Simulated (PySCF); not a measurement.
**TDDFT excited states: C6H12O**

Species: C6H12O.
SMILES with atom numbers: `[CH3:1]/[CH:2]=[C:3](/[CH3:4])[CH2:5][O:6][CH3:7]` (hydrogens: H8, H9, H10 on C1; H11 on C2; H12, H13, H14 on C4; H15, H16 on C5; H17, H18, H19 on C7)

Cartesian coordinates in Å at the PBE0-D3(BJ)/def2-SVP level; atoms count from 1:
```
atom  x, y, z in Å
C1    -1.2846    2.1328   -0.0621
C2    -1.2855    0.6953   -0.4672
C3    -0.5099   -0.3035   -0.0150
C4    -0.6331   -1.7008   -0.5455
C5     0.5491   -0.1408    1.0466
O6     1.8136   -0.5938    0.6340
C7     2.3894    0.1975   -0.3604
H8    -1.1724    2.7844   -0.9446
H9    -0.4848    2.3865    0.6463
H10   -2.2445    2.4098    0.4062
H11   -2.0303    0.4319   -1.2301
H12   -0.9282   -2.4000    0.2560
H13    0.3380   -2.0593   -0.9221
H14   -1.3746   -1.7682   -1.3538
H15    0.2840   -0.7634    1.9181
H16    0.6112    0.9061    1.3978
H17    1.7823    0.2238   -1.2857
H18    3.3746   -0.2282   -0.5976
H19    2.5315    1.2439   -0.0223
```

Method: TDDFT wB97X-D/def2-SVPD, vertical, gas phase, core orbitals frozen in the response (PySCF 2.14.0, density-fitted response routines).

```
state  E (eV)  λ (nm)  ν̃ (cm⁻¹)       f   main configurations (H = HOMO, L = LUMO)
   S1    6.86   180.7      55340  0.0084                                H-1→L (80%)
   S2    6.98   177.7      56260  0.0069        H→L+1 (64%), H→L (13%), H→L+3 (12%)
   S3    7.02   176.5      56650   0.433                     H→L (74%), H→L+1 (18%)
   S4    7.57   163.9      61020   0.031               H-1→L+1 (72%), H-1→L+3 (13%)
   S5    7.77   159.6      62650  0.0016                   H→L+2 (72%), H→L+3 (15%)
   S6    8.01   154.9      64580  0.0062      H→L+3 (30%), H→L+4 (23%), H→L+2 (22%)
   S7    8.27   149.9      66730  0.0017      H→L+4 (49%), H→L+3 (18%), H→L+5 (16%)
   S8    8.38   148.0      67570   0.013                 H-2→L (47%), H-1→L+4 (14%)
   S9    8.44   146.9      68080   0.012  H-1→L+2 (48%), H-2→L (19%), H-1→L+7 (16%)
  S10    8.50   145.9      68530   0.016  H-1→L+4 (38%), H-2→L (16%), H-1→L+2 (13%)
```

Triplets (Tamm–Dancoff): T1 4.33 eV, H→L (76%), H→L+1 (14%); T2 6.62 eV, H-1→L (82%); T3 6.96 eV, H→L+1 (70%), H→L+3 (13%), H→L (12%); T4 7.49 eV, H-1→L+1 (66%), H-1→L+3 (14%).

The lowest singlet comes at 181 nm (662 kJ/mol) in the vacuum ultraviolet; it is weak; its leading configuration is HOMO-1→LUMO (80%). The strongest level in the table is S3 at 7.02 eV (177 nm, f = 0.433). Löwdin shares by element: HOMO carbon 80% or more (atoms not listed hold the other 20%); LUMO carbon 54% or more, oxygen 6% (atoms not listed hold the other 39%). Orbital energies (eV): HOMO-3 -11.61, HOMO-2 -10.85, HOMO-1 -9.33, HOMO -8.76, LUMO 2.12, LUMO+1 2.30, LUMO+2 2.88. Of the 10 states listed, 5 reach f = 0.01 and none stays under 0.0005. Weighted by f, the mean energy of these states is 7.18 eV. All these states lie below the vertical ionisation energy of 8.93 eV (ΔSCF). The window holds the lowest 10 singlets.

One conformer stands for the species.
